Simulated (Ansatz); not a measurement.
Consider the ligand exchange at the Si–S bond: `F[SiH](F)[S][GeH3]` + `N[SiH](Cl)Cl` → `F[SiH](F)N[SiH](Cl)Cl` + `[SH][GeH3]`.

Calculated with Ansatz (gas phase, PBE0-D4/def2-TZVP geometries, no zero-point term in ΔE). CBS: MP2 limit from def2 TZ/QZ plus the TZ coupled-cluster correction, frozen cores. DFT in def2-TZVPP. B3LYP here is the variant with VWN-RPA as its local correlation; programs differ in this. For Ge outer-core shells are correlated without core-valence functions, which leaves a few kJ/mol of doubt a bond. Scalar relativity is left out up to krypton. Each species was taken in one conformer, which may not be the lowest.

`F[SiH](F)[S][GeH3]`:

Z-matrix (Å, degrees):
```
Si
F 1 1.589
S 1 2.092 2 111.0
F 1 1.587 2 105.0 3 121.2
H 1 1.471 2 109.6 3 -122.3
Ge 3 2.247 1 98.6 2 47.5
H 6 1.532 3 104.4 1 154.8
H 6 1.532 3 108.8 1 -86.3
H 6 1.532 3 109.1 1 35.4
```

`N[SiH](Cl)Cl`:

Z-matrix (Å, degrees):
```
Si
Cl 1 2.041
Cl 1 2.056 2 107.0
N 1 1.692 2 107.5 3 124.1
H 1 1.472 2 110.9 3 -115.5
H 4 1.007 1 120.6 2 -43.0
H 4 1.008 1 120.1 2 169.5
```

`F[SiH](F)N[SiH](Cl)Cl`:

Z-matrix (Å, degrees):
```
Si
F 1 1.586
N 1 1.708 2 105.6
F 1 1.583 2 107.3 3 118.9
H 1 1.466 2 109.7 3 -124.4
Si 3 1.706 1 130.0 2 -177.1
H 3 1.013 1 114.2 2 2.7
Cl 6 2.041 3 110.6 1 124.3
Cl 6 2.039 3 106.3 1 4.6
H 6 1.472 3 114.0 1 -115.6
```

`[SH][GeH3]`:

Cartesian coordinates in Å:
```
S 1.541 -0.691 0.334
Ge -0.531 0.093 0.138
H 1.966 -0.161 -0.825
H -1.197 -0.466 -1.129
H -0.522 1.628 0.088
H -1.258 -0.402 1.393
```

```json
{"level": "PBE0-D4", "ΔE (kJ/mol)": "-1.4"}
{"level": "ωB97X-V", "ΔE (kJ/mol)": "-6.5"}
{"level": "r2SCAN", "ΔE (kJ/mol)": "-2.9"}
{"level": "B3LYP", "ΔE (kJ/mol)": "-6.8"}
{"level": "MP2/def2-TZVPP", "ΔE (kJ/mol)": "-7.9"}
{"level": "SCS-MP2/def2-TZVPP", "ΔE (kJ/mol)": "-11.2"}
{"level": "CCSD/def2-TZVPP", "ΔE (kJ/mol)": "-13.9"}
{"level": "SCS-MP2/def2-QZVPP", "ΔE (kJ/mol)": "-9.3"}
```

Q: What does CCSD(T)/CBS give? (Best estimate.)

A: Ansatz gave: -7.8 kJ/mol. The listed levels differ from it by 6.4, 1.3, 4.9, 1.0, -0.1, -3.4, -6.1, -1.5 kJ/mol.

Largest T1 diagnostic among the species: 0.012.

From PBE to PBE0 (25 % exact exchange), in def2-TZVPP and without D4, ΔE moves by −4.0 kJ/mol. In def2-TZVPP, CCSD(T) changes the Hartree–Fock value by +5.4 kJ/mol (the triples alone add +2.0 kJ/mol) and MP2 by +9.3 kJ/mol.
